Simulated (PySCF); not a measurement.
# Ionisation energy of Ru(14+) by level of theory

Ru(14+) [Ar] 3d10 4s2 (1S) → Ru(15+) [Ar] 3d10 4s1 (2S), as a difference of total energies. Computed with PySCF 2.14 in an uncontracted even-tempered set (20 s from 0.6 bohr⁻², ratio 2.5; 14 p from 0.78 bohr⁻², ratio 2.5; 9 d from 1.4 bohr⁻², ratio 2.5; 5 f from 4.4 bohr⁻², ratio 2.7; 4 g from 6.6 bohr⁻², ratio 2.7), with scalar relativity by spin-free X2C-1e. Correlated levels: outer shells: [Ne] frozen; virtual orbitals above 40 to 60 times the deepest correlated orbital energy dropped. The calculations carry no spin-orbit coupling.

| method | ionisation energy (eV) |
| --- | --- |
| UHF | 348.21 |
| LDA | 352.59 |
| PBE | 352.22 |
| PBE0 | 351.46 |
| r2SCAN | 350.40 |
| MP2 (outer shells) | 350.65 |
| SCS-MP2 (outer shells) | 350.65 |

**Question.** How much does correlation contribute at MP2 (outer shells)?

**Answer.** 350.65 − (348.21) = 2.44 eV, measured against UHF.

Breit and QED terms and the two-electron picture change are absent.

For comparison: 348 ± 3 eV (theoretical estimate listed by NIST; NIST Atomic Spectra Database, ionization energies).
